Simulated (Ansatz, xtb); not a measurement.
# AlBFH5Si: where a starting geometry ends

The starting geometry of this gas-phase singlet was built from a drawn formula by distance geometry and a force field; its bonds are those of `B[SiH2][AlH][F]`.

```yaml
atoms:
  - { symbol: Al, position_ang: [-0.1068, -1.4433, 0.1745] }
  - { symbol: B, position_ang: [0.8281, -1.5521, -3.2061] }
  - { symbol: F, position_ang: [1.2037, -2.4835, 0.9352] }
  - { symbol: Si, position_ang: [0.3764, -0.3159, -1.8562] }
  - { symbol: H, position_ang: [0.1729, -1.6270, -4.1773] }
  - { symbol: H, position_ang: [1.7494, -2.2704, -3.0910] }
  - { symbol: H, position_ang: [-0.8390, 0.4718, -2.1900] }
  - { symbol: H, position_ang: [1.4966, 0.6570, -1.6369] }
  - { symbol: H, position_ang: [-1.4983, -1.3438, 0.8570] }
```

Problem. Where would you expect an optimisation with r2SCAN-D4/def2-SVP to take it?

Solution. A new bond forms, giving a structure given below by its coordinates. Distances that change by over a tenth: Al1–Si4 (2.37 → 2.70 Å). Contacts that close: Al1–B2 (3.51 → 2.16 Å).

The energy falls by 0.88 eV over 29 steps:

```json
{"step": "1", "E − E(last) (eV)": "0.882"}
{"step": "4", "E − E(last) (eV)": "0.334"}
{"step": "7", "E − E(last) (eV)": "0.305"}
{"step": "10", "E − E(last) (eV)": "0.289"}
{"step": "13", "E − E(last) (eV)": "0.281"}
{"step": "17", "E − E(last) (eV)": "0.182"}
{"step": "20", "E − E(last) (eV)": "0.038"}
{"step": "23", "E − E(last) (eV)": "0.014"}
{"step": "26", "E − E(last) (eV)": "0.000"}
{"step": "29", "E − E(last) (eV)": "0.000"}
```

Final geometry (Å):

```xyz
9

Al    0.0065   -1.8334   -0.5708
B     0.7462   -1.5582   -2.5867
F     1.0122   -2.7981    0.3508
Si    0.5502    0.2578   -2.1968
H    -0.2360   -2.3169   -2.5120
H     1.8308   -2.0694   -2.6954
H    -0.7385    0.9375   -1.8697
H     1.7097    1.1697   -1.9970
H    -1.4980   -1.6959   -0.1134
```

From the same start GFN2-xTB reaches the same bonding as this run.

No frequencies were run, so the end isn't proven a minimum. Run with Ansatz 0.2.0, 54 s on 1 thread of Intel(R) Xeon(R) 6975P-C (Granite Rapids), on a shared host.
